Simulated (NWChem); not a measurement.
# CH$_{5}$NSn, singlet; SMILES [CH3][Sn][NH2]

```xyz
8

Sn     0.4006     0.0773    -0.0005
C     -0.8629    -1.7361    -0.0017
H     -0.4304    -2.5134    -0.6514
H     -1.8905    -1.5232    -0.3353
H     -0.9067    -2.1489     1.0207
N     -1.1925     1.3348    -0.0010
H     -2.1668     1.0463    -0.0078
H     -1.1123     2.3465     0.0173
```
Atoms are numbered in this order, from 1.

Computed with NWChem. Low-valent species are run as closed-shell singlets; no triplet was tried in these runs. Coordinates come from a PBE0/def2-SVP optimisation. def2 effective core potentials on Sn; no spin-orbit coupling.

For level PBE0/def2-SVP (core potentials):

| Quantity | Result |
|---|---|
| highest occupied level (eV) | -6.08 |
| orbital gap (eV) | 4.57 |
| dipole (D) | 0.93 |

What are these values for level PBE0/STO-3G (all-electron, non-relativistic)?

The highest occupied level (eV) is -2.78 and the orbital gap (eV) is 4.73. The dipole (D) is 1.40.
